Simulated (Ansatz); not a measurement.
Relaxation of the cluster WO₃ with RKS PBE0-D4/def2-TZVP.

```sh
$ ansatz run in.yaml --threads 4 --pin off --events-out ev --progress --plain --max-ram 3916MiB
```

```yaml
crystal:
  periodic: [false, false, false]
  atoms:
    - {symbol: W, position_ang: [-0.788160, 0.288880, -0.034970]}
    - {symbol: O, position_ang: [2.228870, -0.104820, 0.088640]}
    - {symbol: O, position_ang: [0.937450, 0.135940, 0.033920]}
    - {symbol: O, position_ang: [-2.378150, -0.320000, -0.087600]}
basis:
  gaussian: {orbitals: def2-TZVP}
hamiltonian: {xc: pbe0, dispersion: d4}
scf: {lower_state_search: "off"}
output: {orbitals: {seedname: orbitals}}
relax: {f_tol: 0.02, max_steps: 100}
```

Run time 9.5 s (4 threads of Arm Neoverse V2 on a shared host).

Positions (Å) and forces (eV/Å) at steps 1, 2, 3, 4, 5, 6, 7, 8, 9, 10 of 10:

```xyz
4
step=1 energy=-7956.9714 eV
W    -0.788    0.289   -0.035   -3.028    4.126   -0.179
O     2.229   -0.105    0.089   -2.110    0.213   -0.089
O     0.937    0.136    0.034    5.343   -2.233    0.245
O    -2.378   -0.320   -0.088   -0.205   -2.106    0.023
4
step=2 energy=-7957.7896 eV
W    -0.827    0.480   -0.039   -1.828    0.013   -0.072
O     2.195   -0.183    0.088   -1.679    0.013   -0.067
O     0.946    0.145    0.034    0.241   -0.630    0.022
O    -2.315   -0.442   -0.083    3.266    0.604    0.118
4
step=3 energy=-7958.2550 eV
W    -0.845    0.636   -0.043   -0.850   -2.308    0.002
O     2.092   -0.260    0.086   -0.632   -0.324   -0.020
O     0.897    0.158    0.032   -1.651    0.677   -0.073
O    -2.143   -0.534   -0.075    3.132    1.954    0.092
4
step=4 energy=-7958.6477 eV
W    -0.845    0.711   -0.044   -0.834   -0.780   -0.021
O     1.974   -0.329    0.082   -0.341   -0.343   -0.008
O     0.820    0.195    0.029    0.111    0.410   -0.002
O    -1.948   -0.576   -0.067    1.063    0.713    0.030
4
step=5 energy=-7958.7692 eV
W    -0.859    0.766   -0.045   -0.750   -0.541   -0.019
O     1.856   -0.422    0.079   -0.096   -0.178    0.000
O     0.805    0.282    0.027    0.409    0.180    0.011
O    -1.802   -0.626   -0.060    0.436    0.539    0.008
4
step=6 energy=-7958.7919 eV
W    -0.871    0.787   -0.046   -0.395   -0.357   -0.010
O     1.793   -0.473    0.077   -0.226    0.143   -0.011
O     0.808    0.335    0.026    0.436   -0.148    0.020
O    -1.730   -0.649   -0.057    0.185    0.362    0.002
4
step=7 energy=-7958.7843 eV rejected
W    -0.867    0.762   -0.046   -0.145    0.520   -0.011
O     1.795   -0.471    0.077    0.156   -0.002    0.009
O     0.832    0.352    0.027   -0.139   -0.298   -0.006
O    -1.760   -0.644   -0.058    0.128   -0.220    0.008
4
step=8 energy=-7958.7953 eV
W    -0.874    0.783   -0.046    0.055    0.024    0.002
O     1.786   -0.475    0.077   -0.013   -0.001    0.000
O     0.814    0.340    0.026   -0.017    0.016   -0.001
O    -1.727   -0.648   -0.057   -0.025   -0.040    0.000
4
step=9 energy=-7958.7952 eV rejected
W    -0.872    0.783   -0.046   -0.072    0.038   -0.003
O     1.782   -0.477    0.077    0.026   -0.001    0.001
O     0.816    0.344    0.026    0.022   -0.041    0.002
O    -1.725   -0.649   -0.057    0.024    0.005    0.001
4
step=10 energy=-7958.7953 eV
W    -0.873    0.784   -0.046    0.000   -0.001    0.000
O     1.784   -0.476    0.077   -0.002    0.000    0.000
O     0.815    0.341    0.026    0.000    0.000    0.000
O    -1.725   -0.649   -0.057    0.001    0.000    0.000
```

In the def2 sets W takes a core potential; there is no spin–orbit coupling. The structure holds 1 bond(s) between oxygen atoms. The restricted singlet is unstable towards broken spin symmetry in Hartree–Fock (as tested in another run); at PBE0-D4/def2-TZVP this wasn't settled. The relaxation made no stability test and no search for a lower SCF solution. No other spin state of charge 0 was run. Another isomer (singlet) lies 5.83 eV lower at PBE0-D4/def2-TZVP; other spin states weren't run for this one.
